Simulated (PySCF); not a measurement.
## Calculated data, B2H4NO, C2H6AlB, BF2H3Si, CH3B2O and others

Calculation on a computer-drawn molecule: optimised geometry and harmonic frequencies of an isolated molecule of the commonest isotopes, restricted reference for singlets and unrestricted otherwise, frozen core in MP2. Program: PySCF 2.14.0.

```json
{"entry": 1, "formula": "B2H4NO", "start_structure": {"atoms_angstrom": [["B", 1.9825, -0.8484, -2.5069], ["O", 1.0457, -1.0152, -1.8312], ["B", -0.0765, -1.2063, -1.0542], ["N", -0.7221, -0.0835, -0.4736], ["H", 3.1534, -0.877, -2.2314], ["H", -0.5874, -2.2545, -0.9769], ["H", -1.5448, -0.1673, 0.1078], ["H", -0.3705, 0.8589, -0.565]]}, "given": {"charge": 0, "multiplicity": 2, "method": "HF", "basis": "cc-pVDZ", "drawn_bonds_atom": [1, 2, 3, 1, 3, 4, 4], "drawn_bonds_other_atom": [2, 3, 4, 5, 6, 7, 8], "drawn_bonds_order": [1, 1, 1, 1, 1, 1, 1]}, "results": {"optimised_atom_element": ["B", "O", "B", "N", "H", "H", "H", "H"], "optimised_atom_x [angstrom]": [1.994, 1.185, -0.07539, -0.7363, 3.072, -0.5765, -1.642, -0.3399], "optimised_atom_y [angstrom]": [-1.411, -0.6712, -0.9976, -0.05984, -1.007, -2.057, -0.2204, 0.8303], "optimised_atom_z [angstrom]": [-2.363, -1.598, -1.112, -0.3283, -2.718, -1.362, 0.05551, -0.1065], "modes_frequency [cm^-1]": [117.5, 254.5, 359.4, 469.3, 491.7, 662.4, 880.6, 1008, 1040, 1157, 1238, 1408, 1469, 1741, 2656, 2733, 3822, 3936], "modes_reduced_mass [dalton]": [7.23, 3.134, 1.113, 3.247, 1.222, 1.222, 1.758, 1.455, 1.262, 1.441, 2.27, 5.776, 3.801, 1.28, 1.094, 1.098, 1.052, 1.098], "rotational_constants [GHz]": [54.62, 4.572, 4.219], "total_energy [hartree]": -181.0923, "spin_squared": 0.7534, "convergence_status_largest_gradient_component [hartree/bohr]": 2.308e-05}}
{"entry": 2, "formula": "C2H6AlB", "start_structure": {"atoms_angstrom": [["C", -0.4176, 0.7936, -1.6623], ["B", 0.4757, -0.0993, -0.7088], ["C", 0.9458, -0.9955, 0.1716], ["Al", -0.3716, -1.725, 1.3263], ["H", -1.4491, 0.6891, -1.357], ["H", -0.3578, 0.4982, -2.7259], ["H", -0.1938, 1.8709, -1.5846], ["H", 1.9517, -1.2622, 0.3807], ["H", -1.9107, -1.4368, 1.2846], ["H", -0.0573, -2.6911, 2.496]]}, "given": {"charge": 0, "multiplicity": 1, "method": "HF", "basis": "cc-pV(D+d)Z", "drawn_bonds_atom": [1, 2, 3, 1, 1, 1, 3, 4, 4], "drawn_bonds_other_atom": [2, 3, 4, 5, 6, 7, 8, 9, 10], "drawn_bonds_order": [1, 2, 1, 1, 1, 1, 1, 1, 1]}, "results": {"optimised_atom_element": ["C", "B", "C", "Al", "H", "H", "H", "H", "H", "H"], "optimised_atom_x [angstrom]": [-0.4276, 0.341, 0.9097, -0.3824, -1.492, -0.3157, -0.1057, 1.963, -1.914, 0.03913], "optimised_atom_y [angstrom]": [0.8009, -0.1201, -0.9736, -1.765, 0.7556, 0.4785, 1.84, -1.209, -1.391, -2.776], "optimised_atom_z [angstrom]": [-1.672, -0.6998, 0.2265, 1.398, -1.418, -2.709, -1.583, 0.3286, 1.21, 2.54], "modes_frequency [cm^-1]": [78.65, 96.78, 186.4, 364.5, 372.0, 498.2, 574.5, 650.5, 687.2, 794.8, 846.6, 921.9, 976.1, 992.1, 1425, 1538, 1553, 1715, 1951, 1979, 3176, 3251, 3269, 3347], "modes_reduced_mass [dalton]": [1.082, 3.303, 1.11, 2.919, 2.221, 1.31, 1.148, 1.221, 4.024, 1.417, 1.084, 2.207, 1.46, 1.854, 1.272, 1.043, 1.05, 8.457, 1.049, 1.036, 1.038, 1.097, 1.102, 1.092], "rotational_constants [GHz]": [17.4, 2.701, 2.373], "total_energy [hartree]": -345.8071, "convergence_status_largest_gradient_component [hartree/bohr]": 1.772e-05}}
{"entry": 3, "formula": "BF2H3Si", "start_structure": {"atoms_angstrom": [["F", -3.019, 1.2862, 1.5842], ["B", -2.3294, 0.2794, 1.0274], ["Si", -0.3059, 0.274, 1.0125], ["F", 0.2094, 1.5073, 1.8927], ["H", -3.0431, -0.4383, 0.405], ["H", 0.2946, 0.4226, -0.2561], ["H", 0.1967, -0.8698, 1.6857]]}, "given": {"charge": 0, "multiplicity": 1, "method": "HF", "basis": "cc-pV(D+d)Z", "drawn_bonds_atom": [1, 2, 3, 2, 3, 3], "drawn_bonds_other_atom": [2, 3, 4, 5, 6, 7], "drawn_bonds_order": [1, 1, 1, 1, 1, 1]}, "results": {"optimised_atom_element": ["F", "B", "Si", "F", "H", "H", "H"], "optimised_atom_x [angstrom]": [-3.042, -2.35, -0.3099, 0.2639, -2.984, 0.2556, 0.1702], "optimised_atom_y [angstrom]": [1.282, 0.3364, 0.3092, 1.556, -0.492, 0.4056, -0.9352], "optimised_atom_z [angstrom]": [1.611, 0.9884, 1.056, 1.917, 0.3911, -0.3057, 1.693], "modes_frequency [cm^-1]": [67.84, 129.7, 403.1, 455.4, 600.5, 788.0, 874.7, 895.4, 985.7, 1024, 1162, 1351, 2326, 2331, 2706], "modes_reduced_mass [dalton]": [2.334, 13.99, 10.39, 1.164, 3.295, 1.135, 4.59, 1.574, 1.425, 1.062, 1.42, 4.821, 1.052, 1.03, 1.091], "rotational_constants [GHz]": [11.46, 3.33, 2.659], "total_energy [hartree]": -514.3395, "convergence_status_largest_gradient_component [hartree/bohr]": 2.56e-05}}
{"entry": 4, "formula": "CH3B2O", "start_structure": {"atoms_angstrom": [["B", -1.1251, 1.6067, 0.8824], ["C", -0.4677, 0.578, -0.089], ["B", -1.3431, -0.1469, -1.2915], ["O", -2.0122, -0.6838, -2.0274], ["H", -2.1694, 1.4102, 1.3718], ["H", -0.5372, 2.5299, 1.1689], ["H", 0.4998, 0.3862, -0.0702]]}, "given": {"charge": 0, "multiplicity": 2, "method": "HF", "basis": "cc-pVDZ", "drawn_bonds_atom": [1, 2, 3, 1, 1, 2], "drawn_bonds_other_atom": [2, 3, 4, 5, 6, 7], "drawn_bonds_order": [1, 1, 2, 1, 1, 1]}, "results": {"optimised_atom_element": ["B", "C", "B", "O", "H", "H", "H"], "optimised_atom_x [angstrom]": [-1.125, -0.5245, -1.354, -1.996, -2.312, -0.3962, 0.5528], "optimised_atom_y [angstrom]": [1.588, 0.6639, -0.1947, -0.8652, 1.659, 2.226, 0.6026], "optimised_atom_z [angstrom]": [0.8988, -0.205, -1.158, -1.903, 1.043, 1.602, -0.3317], "modes_frequency [cm^-1]": [128.4, 192.8, 414.5, 541.7, 658.2, 767.7, 986.9, 1053, 1086, 1303, 1373, 2152, 2697, 2777, 3311], "modes_reduced_mass [dalton]": [1.121, 3.611, 2.714, 4.401, 1.891, 2.648, 1.815, 1.396, 2.153, 1.222, 1.709, 12.13, 1.053, 1.13, 1.086], "rotational_constants [GHz]": [42.54, 4.094, 3.734], "total_energy [hartree]": -163.8688, "spin_squared": 0.7624, "convergence_status_largest_gradient_component [hartree/bohr]": 3.284e-05}}
{"entry": 5, "formula": "CH4B2N", "start_structure": {"atoms_angstrom": [["B", -0.4133, 2.2813, -0.6058], ["N", -1.4127, 2.2115, 0.2931], ["B", -1.4383, 1.3306, 1.3765], ["C", -1.5323, 0.4432, 2.4243], ["H", -0.5092, 3.1535, -1.5798], ["H", -2.2395, 2.8465, 0.2103], ["H", -1.1288, 0.6583, 3.4399], ["H", -1.9831, -0.5821, 2.3984]]}, "given": {"charge": 0, "multiplicity": 2, "method": "HF", "basis": "cc-pVDZ", "drawn_bonds_atom": [1, 2, 3, 1, 2, 4, 4], "drawn_bonds_other_atom": [2, 3, 4, 5, 6, 7, 8], "drawn_bonds_order": [1, 1, 2, 1, 1, 1, 1]}, "results": {"optimised_atom_element": ["B", "N", "B", "C", "H", "H", "H", "H"], "optimised_atom_x [angstrom]": [-0.4291, -1.462, -1.484, -1.523, -0.444, -2.248, -1.102, -1.965], "optimised_atom_y [angstrom]": [2.316, 2.215, 1.316, 0.4311, 3.101, 2.837, 0.6811, -0.5539], "optimised_atom_z [angstrom]": [-0.644, 0.3168, 1.383, 2.447, -1.547, 0.2332, 3.414, 2.355], "modes_frequency [cm^-1]": [211.1, 232.2, 371.4, 516.2, 526.6, 789.3, 840.1, 842.7, 868.3, 1046, 1281, 1431, 1486, 1837, 2729, 3305, 3387, 3753], "modes_reduced_mass [dalton]": [3.757, 1.279, 1.806, 1.156, 5.37, 1.274, 1.666, 2.175, 1.372, 1.613, 2.818, 1.201, 1.566, 8.455, 1.096, 1.062, 1.11, 1.075], "rotational_constants [GHz]": [50.91, 4.271, 4.048], "total_energy [hartree]": -143.9774, "spin_squared": 0.7538, "convergence_status_largest_gradient_component [hartree/bohr]": 2.804e-05}}
{"entry": 6, "formula": "CH2AlBF", "start_structure": {"atoms_angstrom": [["C", 0.1833, 0.4724, -2.4721], ["B", -0.7956, 0.0815, -1.5731], ["Al", -2.2265, -0.4887, -0.2594], ["F", -3.3626, -0.9406, 0.783], ["H", 0.9926, -0.1894, -2.7708], ["H", 0.192, 1.4609, -2.9247]]}, "given": {"charge": 1, "multiplicity": 1, "method": "MP2", "basis": "cc-pV(D+d)Z", "drawn_bonds_atom": [1, 2, 3, 1, 1], "drawn_bonds_other_atom": [2, 3, 4, 5, 6], "drawn_bonds_order": [2, 1, 1, 1, 1]}, "results": {"optimised_atom_element": ["C", "B", "Al", "F", "H", "H"], "optimised_atom_x [angstrom]": [0.1918, -0.7963, -2.234, -3.388, 1.01, 0.1996], "optimised_atom_y [angstrom]": [0.4762, 0.08204, -0.4916, -0.9516, -0.1968, 1.478], "optimised_atom_z [angstrom]": [-2.48, -1.573, -0.2526, 0.8069, -2.781, -2.938], "modes_frequency [cm^-1]": [96.84, 104.3, 201.1, 214.0, 449.4, 558.4, 804.8, 945.0, 1274, 1555, 3148, 3242], "modes_reduced_mass [dalton]": [6.407, 4.65, 11.49, 2.849, 7.699, 1.886, 1.299, 19.68, 1.113, 7.052, 1.061, 1.108], "rotational_constants [GHz]": [287.7, 2.047, 2.033], "total_energy [hartree]": -405.2333, "convergence_status_largest_gradient_component [hartree/bohr]": 3.589e-05}}
```
